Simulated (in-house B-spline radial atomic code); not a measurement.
A fraction x of an electron is removed from 3p in Cr V (Cr4+), starting from [Ar] 3d2 and keeping the highest spin. Level of theory: scalar-relativistic (X2C) BLYP, spin-polarised, spherical fractional occupations, Fermi nucleus of rms radius 3.6452 fm; calculated with a B-spline radial code for spherical atoms.

| x | E(x) - E(0) (eV) | 3p down level (eV) |
| --- | --- | --- |
| 0 | 0.0000 | -101.831 |
| 0.05 | 5.1173 | -102.860 |
| 0.17 | 17.6092 | -105.342 |
| 0.26 | ? | ? |
| 0.49 | ? | ? |
| 0.5 | 53.5085 | -112.249 |
| 0.62 | 67.1306 | -114.788 |
| 0.69 | 75.2178 | -116.276 |
| 0.76 | 83.4093 | -117.768 |
| 0.93 | 103.7393 | -121.413 |
| 1 | 112.2910 | -122.921 |

Problem. What belongs in the row x = 0.26?

Solution. An energy change of 27.1742 eV; 3p down at -107.214 eV.

Problem. What belongs in the row x = 0.49?

Solution. An energy change of 52.3871 eV; 3p down at -112.038 eV.

Problem. Check Janak's theorem between x = 0.05 and 0.17.

Solution. The slope of the energy is 104.10 eV; the orbital levels give 104.10 eV (-ε of the emptying orbital, averaged over the two points).
